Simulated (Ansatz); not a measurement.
Cost and result up the ladder for MoO2(NH2)2 (MoN2O2H4) (9 atoms). Total charge 0; singlet. Geometry: PBE0-D4/def2-SVP.

```xyz
9

Mo   -0.1570   -0.5215   -0.3613
O    -1.7126   -0.7889   -0.9409
O     0.9623   -1.7025   -0.7851
N    -0.2492   -0.4634    1.5646
H     0.5041   -0.7529    2.1814
H    -1.0818   -0.2108    2.0888
N     0.4585    1.1580   -1.0834
H    -0.1552    1.9117   -1.3784
H     1.4310    1.3704   -1.2858
```

Ansatz on 2 threads of Arm Neoverse V1 on a shared host. Times are rough, and most runs start from the orbitals of an earlier one. ωB97M-V/def2-TZVP serves as the yardstick here, not as an exact answer. Differences are given only for rows in sets of like size (and for xTB, whose basis is part of the method), since another set adds its own error. Binding counts from free atoms at the same level (Mo septet, O triplet, N quartet, H doublet; other spins of the atoms weren't run), without zero-point energy or a counterpoise term.

In the def2 sets Mo takes a core potential, while STO-3G treats all electrons; there is no spin–orbit coupling. HSE06 is defined as in plane-wave codes, on full-range PBE exchange. Correlated methods freeze 4 core orbitals; core or outer-core shells of Mo are correlated, in sets that lack core-valence functions.

Correlated methods converge slowly with the basis.

```
                          level  functions  wall time
                      HF/STO-3G         51      0.8 s
          LDA (SPW92)/def2-TZVP        188      1.6 s
                PBE-D4/def2-SVP        107      1.8 s
               PBE0-D4/def2-SVP        107      2.2 s
                   HF/def2-TZVP        188      2.8 s
              BLYP-D4/def2-TZVP        188        3 s
            revPBE-D4/def2-TZVP        188      3.1 s
             BHLYP-D4/def2-TZVP        188      4.2 s
             HSE06-D4/def2-TZVP        188      4.4 s
PBE0-D4/def2-TZVP (with forces)        188      5.5 s
           r2SCAN0-D4/def2-TZVP        188        7 s
              ωB97X-V/def2-TZVP        188       13 s
              ωB97M-V/def2-TZVP        188       15 s
              CCSD(T)/def2-TZVP        188    3.5 min
```

Task: Estimate what each level gives for the binding energy per atom (eV).

Result: 
```
                          level  binding energy per atom (eV)  difference from ωB97M-V/def2-TZVP (eV)                         remarks
                      HF/STO-3G                          2.32                                       –                               –
          LDA (SPW92)/def2-TZVP                          4.88                                    0.92                               –
                PBE-D4/def2-SVP                          4.30                                       –                               –
               PBE0-D4/def2-SVP                          3.96                                       –                               –
                   HF/def2-TZVP                          1.96                                   -2.01                               –
              BLYP-D4/def2-TZVP                          4.25                                    0.28                               –
            revPBE-D4/def2-TZVP                          4.12                                    0.16                               –
             BHLYP-D4/def2-TZVP                          3.65                                   -0.31                               –
             HSE06-D4/def2-TZVP                          3.94                                   -0.02                               –
PBE0-D4/def2-TZVP (with forces)                          3.94                                   -0.03                               –
           r2SCAN0-D4/def2-TZVP                          3.75                                   -0.22                               –
              ωB97X-V/def2-TZVP                          4.04                                    0.07                               –
              ωB97M-V/def2-TZVP                          3.97                                    0.00                               –
              CCSD(T)/def2-TZVP                          3.86                                   -0.11  test for broken spin undecided
```
